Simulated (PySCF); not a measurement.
PySCF input (M06-2X/LANL2DZ):

```python
from pyscf import gto, dft

mol = gto.M(
    atom='''
    Se    0.00000000    0.00000000    0.00000000
    ''',
    basis='lanl2dz',
    ecp='lanl2dz',
    charge=1,
    spin=3,
    symmetry='D2h',
    verbose=4,
)

mf = dft.UKS(mol, xc='m062x')
mf.grids.level = 4
mf.conv_tol = 1e-9
mf.max_cycle = 100
mf.max_memory = 1500
mf.kernel()
if not mf.converged:
    mf = mf.newton()
    mf.kernel(mf.make_rdm1())
mf.dip_moment()
```

From the last part of the output:

```
diis_start_cycle = 1
diis_space = 8
diis_damp = 0
SCF conv_tol = 1e-09
SCF conv_tol_grad = None
SCF max_cycles = 100
direct_scf = True
direct_scf_tol = 1e-13
number electrons alpha = 4  beta = 1
XC library pyscf.dft.libxc version 7.1.2
    S. Lehtola, C. Steigemann, M. J. T. Oliveira, and M. A. L. Marques,  SoftwareX 7, 1–5 (2018)
XC functionals = m062x
    Y. Zhao and D. G. Truhlar,  Theor. Chem. Acc. 120, 215 (2008)
    Y. Zhao and D. G. Truhlar,  Theor. Chem. Acc. 120, 215 (2008)
radial grids:
    Treutler-Ahlrichs [JCP 102, 346 (1995); DOI:10.1063/1.469408] (M4) radial grids

becke partition: Becke, JCP 88, 2547 (1988); DOI:10.1063/1.454033
pruning grids: <function nwchem_prune>
grids dens level: 4
symmetrized grids: D2h
atomic radii adjust function: <function treutler_atomic_radii_adjust>
small_rho_cutoff = 0
Freeze 0 electrons in irreps []
    5 free electrons in irreps Ag B1u B2u B3u
Set gradient conv threshold to 3.16228e-05
tot grids = 30192
init E= 5.62340229845573
alpha HOMO (B2u) = -0.0141714600006861  LUMO (B3u) = 0.640781410692056
beta  HOMO (Ag) = -0.3305475162291  LUMO (B3u) = -0.0141714600006863

WARN: HOMO -0.0141714600006861 >= LUMO -0.0141714600006863

WARN: alpha-B1u HOMO -0.0141714600006862 > system LUMO -0.0141714600006863

WARN: alpha-B2u HOMO -0.0141714600006861 > system LUMO -0.0141714600006863

WARN: alpha-B3u HOMO -0.0141714600006863 > system LUMO -0.0141714600006863

cycle= 1 E= -8.58976997578375  delta_E= -14.2  |g|= 0.393  |ddm|=  2.5
alpha HOMO (B1u) = -0.788083135804598  LUMO (B2u) = 0.0532764351021651
beta  HOMO (Ag) = -1.16516849463707  LUMO (B1u) = -0.281245196606191
  HOMO = -0.788083135805  LUMO = -0.281245196606  gap/eV = 13.79176
cycle= 2 E= -8.77510242244376  delta_E= -0.185  |g|= 0.0413  |ddm|= 0.925
alpha HOMO (B1u) = -0.690007148132559  LUMO (B3u) = 0.179034873000469
beta  HOMO (Ag) = -1.00539525467863  LUMO (B3u) = -0.213388368869444
  HOMO = -0.690007148133  LUMO = -0.213388368869  gap/eV = 12.96946
cycle= 3 E= -8.77531537071915  delta_E= -0.000213  |g|= 0.00439  |ddm|= 0.0248
alpha HOMO (B3u) = -0.690773984245064  LUMO (B2u) = 0.178905147350308
beta  HOMO (Ag) = -1.00598259379221  LUMO (B2u) = -0.213842452036615
  HOMO = -0.690773984245  LUMO = -0.213842452037  gap/eV = 12.97797
cycle= 4 E= -8.77531658106026  delta_E= -1.21e-06  |g|= 0.000179  |ddm|= 0.00139
alpha HOMO (B2u) = -0.690764101189353  LUMO (B3u) = 0.178883527516578
beta  HOMO (Ag) = -1.00598292279916  LUMO (B3u) = -0.213811741738519
  HOMO = -0.690764101189  LUMO = -0.213811741739  gap/eV = 12.97853
cycle= 5 E= -8.77531658393788  delta_E= -2.88e-09  |g|= 2.33e-06  |ddm|= 7.98e-05
alpha HOMO (B1u) = -0.690764107627543  LUMO (B3u) = 0.178882320510616
beta  HOMO (Ag) = -1.00598369538854  LUMO (B3u) = -0.213811664743462
  HOMO = -0.690764107628  LUMO = -0.213811664743  gap/eV = 12.97854
cycle= 6 E= -8.77531658394224  delta_E= -4.36e-12  |g|= 1.16e-06  |ddm|= 2.61e-06
alpha HOMO (B3u) = -0.690764391946062  LUMO (B3u) = 0.178880825778488
beta  HOMO (Ag) = -1.00598487577188  LUMO (B3u) = -0.21381177273256
  HOMO = -0.690764391946  LUMO = -0.213811772733  gap/eV = 12.97854
Extra cycle  E= -8.7753165839437  delta_E= -1.46e-12  |g|= 5.2e-08  |ddm|= 2.53e-06
converged SCF energy = -8.7753165839437  <S^2> = 3.7500003  2S+1 = 4.0000001

WARN: System has nonzero charge 1; the dipole moment is origin-dependent.
Location of origin: [0. 0. 0.]

Dipole moment(X, Y, Z, Debye):  0.00000,  0.00000,  0.00000
```

The dipole moment of an ion depends on the origin.
